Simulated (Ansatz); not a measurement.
`[CH3][V]([CH3])(=[O])[OH]` + HCl → `[CH3][V](=[O])([OH])[Cl]` + CH₄ at 500 K and 1 bar (ligand exchange at a V–C bond).

Gas-phase electronic energies from Ansatz, PBE0-D4/def2-TZVP geometries. CCSD(T)/CBS is the MP2 limit (def2-TZVPP, def2-QZVPP) plus CCSD(T) − MP2 in def2-TZVPP, frozen cores. This one scheme is used for every species. For V outer-core shells are correlated without core-valence functions, which leaves a few kJ/mol of doubt a bond. Scalar relativity is left out up to krypton. Each species was taken in one conformer, which may not be the lowest.

| species | CCSD(T)/CBS energy (Eh) | H − E (kJ/mol) | S (J/(mol·K)) |
| --- | --- | --- | --- |
| `[CH3][V]([CH3])(=[O])[OH]` | -1174.17116 | 283.8 | 452.8 |
| HCl | -460.38127 | 32.5 | 201.9 |
| `[CH3][V](=[O])([OH])[Cl]` | -1594.15676 | 189.5 | 421.8 |
| CH₄ | -40.46206 | 135.6 | 206.8 |

H − E and S are ideal-gas, rigid-rotor, harmonic terms from PBE0-D4/def2-TZVP, for one conformer and one mirror image of each species. 1 Eh = 2625.50 kJ/mol, R = 8.31446 J/(mol·K).

Q: By hand: ΔE, ΔH, ΔS and ΔG.

A: ΔE = (-1594.15676) + (-40.46206) − (-1174.17116) − (-460.38127) = -0.06639 Eh = -174.3 kJ/mol. Δ(H − E) = 189.5 + 135.6 − 283.8 − 32.5 = 8.8, so ΔH = -165.5 kJ/mol. ΔS = 421.8 + 206.8 − 452.8 − 201.9 = -26.1 J/(mol·K). ΔG = -165.5 − 500 × (-26.1)/1000 = -152.4 kJ/mol.

Q: By hand: the equilibrium constant, and the temperature at which ΔG would vanish if ΔH and ΔS stayed fixed.

A: log₁₀ K = −ΔG/(RT ln 10) = 15.9. ΔG = 0 at ΔH/ΔS = 6341 K, far beyond where these terms or the molecules hold.

ΔH outweighs TΔS. A doubt of 5 kJ/mol in ΔE shifts log₁₀ K by 0.5 here. Other conformers and mirror images would add mixing entropy, several J/(mol·K) or more a flexible species. These are equilibria of isolated gas molecules and say nothing of rates. Largest T1 diagnostic: 0.031 (customary marks: 0.02 for closed shells, 0.045 for open ones).
